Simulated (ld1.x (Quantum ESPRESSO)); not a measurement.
**nitrogen: one change to an ultrasoft potential, before and after**

N (Z = 7), ultrasoft, made with ld1.x (Quantum ESPRESSO) 7.5 (LDA (PZ), non-relativistic). Core [He], reference 2s2 2p3. Waves: 2s (bound): rcut 1.05, rcutus 1.25 bohr; 2s channel at -0.2 Ry: rcut 1.05, rcutus 1.25 bohr; 2p (bound): rcut 1.50, rcutus 1.95 bohr; 2p channel at -0.15 Ry: rcut 1.50, rcutus 1.95 bohr. Local part: all-electron potential smoothed inside 0.95 bohr (lloc = -1). Core correction: none. Augmentation charge: PSQ, radius 0.95 bohr.

Change: local potential all-electron potential smoothed inside 1.65 bohr (lloc = -1).

Cutoffs: the cutoffs (Ry, on a coarse ladder) from which the occupation-weighted sum of valence levels, in a spherical-Bessel basis at the reference potential, stays within 10 and 1 mRy of its value at 400 Ry; they do not see the model core or the augmentation charge, which bear on the density cutoff. Errors are all-electron minus pseudo energies relative to the spin-unpolarised reference configuration.

**Question.** How do hardness, ghosts and transferability respond?

**Answer.** The potential gets neither clearly harder nor softer (18 Ry and 30 Ry → 18 Ry and 30 Ry); the errors of the 9 common tests hardly move; neither file shows a bound ghost.

```csv
quantity,base,changed
"cutoff, loose",18 Ry,18 Ry
"cutoff, tight",30 Ry,30 Ry
bound ghosts,none,none
"error for 2s2 2p2, meV [ΔE 13.74 eV]",+1.6,+1.4
"error for 2s2 2p1, meV [ΔE 42.71 eV]",+28,+27
"error for 2s2 2p0, meV [ΔE 89.88 eV]",+209,+207
"error for 2s2 2p3.3, meV [ΔE -1.67 eV]",0.0,0.0
"error for 2s2 2p2.5, meV [ΔE 5.17 eV]",+0.2,+0.1
"error for 2s1 2p3, meV [ΔE 25.16 eV]",+7.1,+6.9
"error for 2s1 2p0, meV [ΔE 167.30 eV]",+582,+579
"error for 2s2 2p3 (spin-polarised), meV [ΔE -2.89 eV]",+299,+299
"error for 2s2 2p2 (spin-polarised), meV [ΔE 12.05 eV]",+213,+212
s: phases at 2.14 bohr within 0.05 rad from the reference energy up to (Ry; the scan ends near 5),to the end of the scan,to the end of the scan
p: phases at 2.14 bohr within 0.05 rad from the reference energy up to (Ry; the scan ends near 5),to the end of the scan,to the end of the scan
lowest overlap eigenvalue by channel,"s 0.54, p 0.99","s 0.57, p 1.00"
```
